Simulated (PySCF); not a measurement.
Two species compared at the same levels of theory.

First species: C₅H₈OS₂Si.
SMILES with atom numbers: `[CH3:1][O:2][c:3]1[s:4][cH:5][cH:6][c:7]1[S:8][SiH3:9]` (hydrogens: H10, H11, H12 on C1; H13 on C5; H14 on C6; H15, H16, H17 on Si9)

Second species: C₆H₆ClFO₂.
SMILES: `C=C/C(OC)=C(\Cl)C(=O)F`

Levels: PBE0/pcSseg-1 for dipole moment, HOMO energy, LUMO energy and HOMO–LUMO gap; GFN2-xTB for rotational constant A and rotational constant C. Geometries: GFN2-xTB. Each structure is a single optimised conformer of the isolated species, non-relativistic unless stated; the electronic structure was computed with PySCF and density fitting.

The conformers computed, where there is a choice (atom-mapped SMILES and torsion angles):
- `[CH3:1][O:2][c:3]1[s:4][cH:5][cH:6][c:7]1[S:8][SiH3:9]`: C1–O2–C3–S4 -13°, C6–C7–S8–Si9 159°
- `[CH2:1]=[CH:2]/[C:3]([O:4][CH3:5])=[C:6](\[Cl:7])[C:8](=[O:9])[F:10]`: C1–C2–C3–O4 50°, C2–C3–O4–C5 8°, C3–C6–C8–O9 -179°

| property | column X | column Y |
| --- | --- | --- |
| dipole moment | 7.07 D | 3.08 D |
| HOMO energy | -7.00 eV | -5.85 eV |
| LUMO energy | -2.14 eV | -0.29 eV |
| HOMO–LUMO gap | 4.86 eV | 5.56 eV |
| rotational constant A | 1.507 GHz | 1.576 GHz |
| rotational constant C | 0.601 GHz | 0.569 GHz |

Question: Which column belongs to which species?

Answer: Column X is the second species and column Y the first. The first has 17 atoms and 92 electrons, the second 16 and 84.

Question: How does each property change from the first species to the second?

Answer: dipole moment +3.99 D; HOMO energy -1.15 eV; LUMO energy -1.85 eV; HOMO–LUMO gap -0.70 eV; rotational constant A -0.069 GHz; rotational constant C +0.032 GHz.

On the first: The dipole equals about 10.3 × 10⁻³⁰ C·m (1 D = 3.33564 × 10⁻³⁰ C·m).

On the second: The dipole matches unit charges of opposite sign 1.47 Å apart (1 e·Å = 4.8032 D).
